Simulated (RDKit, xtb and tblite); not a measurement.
Relaxed torsion scan: SMILES c1ccc(Sc2ccco2)cc1 (C10H8OS). Scanned: dihedral C3–C4–S5–C6 and dihedral C4–S5–C6–O10; all other coordinates were relaxed at GFN2-xTB. Points at φ and −φ are mirror images. Heavy atoms are numbered in the order of the SMILES c1ccc(Sc2ccco2)cc1, hydrogens after them in the order of the atoms that carry them; the mirror image has the same energies with the sign of each dihedral reversed.

Levels: GFN2-xTB (xtb and tblite); MMFF94 // GFN2-xTB (RDKit); UFF // GFN2-xTB (RDKit).

Energies in kJ/mol at chosen points (x: dihedral C3–C4–S5–C6 (°); y: dihedral C4–S5–C6–O10 (°)), relative to x = -90, y = -90:

```json
[
 {"method": "GFN2-xTB", "(0, 30)": "-3.4", "(0, 0)": "-0.2", "(150, 30)": "-2.7", "(60, 90)": "-2.6", "(0, 150)": "-1.0", "(30, -150)": "-8.9", "(60, -150)": "-8.0"},
 {"method": "MMFF94", "(0, 30)": "16.3", "(0, 0)": "21.9", "(150, 30)": "12.3", "(60, 90)": "4.3", "(0, 150)": "35.1", "(30, -150)": "12.6", "(60, -150)": "-0.7"},
 {"method": "UFF", "(0, 30)": "118.1", "(0, 0)": "140.3", "(150, 30)": "96.8", "(60, 90)": "15.1", "(0, 150)": "131.4", "(30, -150)": "84.2", "(60, -150)": "45.2"}
]
```
